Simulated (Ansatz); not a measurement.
Stepwise reaction of `[SiH3]OBO[SiH3]` with ammonia, as a gas-phase model of exchange steps in deposition or etching. ΔE in kJ/mol; ΔG adds harmonic PBE0-D4 terms to CCSD(T)/CBS, at 1 bar.

Program: Ansatz. Geometries: PBE0-D4/def2-TZVP. ΔE: electronic, gas phase. CBS: MP2 limit from def2 TZ/QZ plus the TZ coupled-cluster correction, frozen cores. This one scheme is used for every species. Functionals use def2-TZVPP. B3LYP here is the variant with VWN-RPA as its local correlation; programs differ in this. Each species was taken in one conformer, which may not be the lowest.

| step | reaction | PBE-D4 | B3LYP-D4 | ωB97M-V | CCSD(T)/CBS | ΔG(400 K) |
| --- | --- | --- | --- | --- | --- | --- |
| 2 | `NBO[SiH3]` + NH₃ → `NBN` + `O[SiH3]` | 25.8 | 31.4 | 29.7 | 31.7 | 30.0 |

Q: Give the row of step 1, `[SiH3]OBO[SiH3]` + NH₃ → `NBO[SiH3]` + `O[SiH3]`. (Best estimate.)

A: Computed: 
```json
{"step": "1", "reaction": "`[SiH3]OBO[SiH3]` + NH₃ → `NBO[SiH3]` + `O[SiH3]`", "PBE-D4": "15.9", "B3LYP-D4": "22.1", "ωB97M-V": "19.9", "CCSD(T)/CBS": "22.9", "ΔG(400 K)": "18.0"}
```

Q: By hand: ΔE of the 2 steps together at CCSD(T)/CBS.

A: (22.9) + (31.7) = 54.6 kJ/mol, or 27.3 kJ/mol a step.

In ΔE each step is higher than the one before. All are uphill at CCSD(T)/CBS. ΔG lies between 18.0 and 30.0 kJ/mol a step. PBE-D4 differs from CCSD(T)/CBS by -7.0 to -5.9 kJ/mol a step. Isolated molecules leave out the surface, adducts and barriers. Largest T1 diagnostic: 0.013.
